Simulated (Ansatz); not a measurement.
Mulliken charges of C2H6SeSi, SMILES `C1[SiH2]C[Se]1` from r2SCAN/def2-TZVPP in Ansatz (PBE0-D4/def2-TZVP geometry).

```tsv
atom	x (Å)	y (Å)	z (Å)	charge (e)
C1	-0.994	0.496	-0.854	-0.288
Si2	-0.172	-0.887	0.119	0.349
C3	1.131	0.285	0.801	-0.288
Se4	0.636	1.591	-0.602	-0.028
H5	-1.196	0.308	-1.907	0.102
H6	-1.853	0.976	-0.388	0.106
H7	0.438	-1.891	-0.791	-0.071
H8	-1.020	-1.600	1.117	-0.089
H9	0.944	0.698	1.791	0.106
H10	2.170	-0.027	0.716	0.102
```

Task: By hand: the dipole of these point charges (1 e Å = 4.8032 D).

Result: Σ q r = (-0.055, -0.096, 0.058) e Å, of length 0.125 e Å = 0.60 D.

Task: How does the dipole of the full density compare? (An estimate is asked.)

Result: The calculation gave: (-0.110, -0.160, 0.120) e Å, 1.10 D; the point charges give 0.55 times that, at 6° from its direction.

Point charges leave out the atoms' own dipoles, such as those of lone pairs, and Mulliken's split depends on the basis, so the two needn't agree.
